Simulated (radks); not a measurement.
Effect of the nuclear size on the praseodymium ion Pr+, [Xe] 4f3 6s1. All-electron calculation, Dirac Kohn-Sham, BLYP, spin-unpolarised, spherical densities, finite nucleus; open shells are shared between the two j in proportion to 2j + 1; Fermi nuclear charge, rms radius 4.8919 fm. Program: a radial shooting solver on a logarithmic mesh with Libxc functionals. The rms radius is varied about that value; shifts are against it.

rms radius (fm)  total energy shift (eV)  density at nucleus (e/bohr^3)  1s1/2 shift (meV)  2s1/2 shift (meV)  5s1/2 shift (meV)  5p1/2 shift (meV)  6s1/2 shift (meV)  4f7/2 shift (meV)
3.9527                             -4.08                      4.367e+05              -1690               -209              -1.55              0.155             -0.157              0.277
4.4908                             -1.82                      4.248e+05               -757              -93.4             -0.694              0.069             -0.070              0.124
4.8919                                 0                      4.171e+05              0.000              0.000              0.000              0.000              0.000              0.000
5.3664                              2.32                      4.088e+05                961                119              0.881             -0.088              0.089             -0.157
5.5181                              3.09                      4.064e+05               1280                158               1.18             -0.118              0.119             -0.210

Slopes of the eigenvalues against <r^2> in GHz/fm^2, as finite differences over the two radii next to the reference (eigenvalue slopes, not the field-shift constants of lines): 1s1/2 48100, 2s1/2 5940, 5s1/2 44.1, 5p1/2 -4.41, 6s1/2 4.46, 4f7/2 -7.88.
